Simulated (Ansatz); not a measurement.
`CO[SiH2][AlH2]` + HCl → `[AlH2][SiH2]Cl` + CH₃OH at 298.15 K and 1 bar (ligand exchange at the Si–O bond).

Gas-phase electronic energies from Ansatz, PBE0-D4/def2-TZVP geometries. CBS: MP2 limit from def2 TZ/QZ plus the TZ coupled-cluster correction, frozen cores. This one scheme is used for every species. One conformer a species, not always the lowest.

```tsv
species	CCSD(T)/CBS energy (Eh)	H − E (kJ/mol)	S (J/(mol·K))
`CO[SiH2][AlH2]`	-648.52635	213.1	364.4
HCl	-460.38127	26.6	186.8
`[AlH2][SiH2]Cl`	-993.29495	101.5	333.3
CH₃OH	-115.61712	146.3	238.2
```

H − E and S are ideal-gas, rigid-rotor, harmonic terms from PBE0-D4/def2-TZVP, for one conformer and one mirror image of each species. 1 Eh = 2625.50 kJ/mol, R = 8.31446 J/(mol·K).

By hand: ΔE, ΔH, ΔS and ΔG.

ΔE = (-993.29495) + (-115.61712) − (-648.52635) − (-460.38127) = -0.00445 Eh = -11.7 kJ/mol. Δ(H − E) = 101.5 + 146.3 − 213.1 − 26.6 = 8.1, so ΔH = -3.6 kJ/mol. ΔS = 333.3 + 238.2 − 364.4 − 186.8 = 20.3 J/(mol·K). ΔG = -3.6 − 298.15 × (20.3)/1000 = -9.7 kJ/mol.

By hand: the equilibrium constant, and the temperature at which ΔG would vanish if ΔH and ΔS stayed fixed.

log₁₀ K = −ΔG/(RT ln 10) = 1.7. ΔH and −TΔS have one sign here, so there is no such temperature. One of them is within its doubt of zero, so this could turn.

TΔS isn't small against ΔH here. A doubt of 5 kJ/mol in ΔE shifts log₁₀ K by 0.9 here. Other conformers and mirror images would add mixing entropy, several J/(mol·K) or more a flexible species. Modes under 60 cm⁻¹, often nearly free rotors, make the harmonic entropy too high. These are equilibria of isolated gas molecules and say nothing of rates. Largest T1 diagnostic: 0.012 (customary marks: 0.02 for closed shells, 0.045 for open ones).
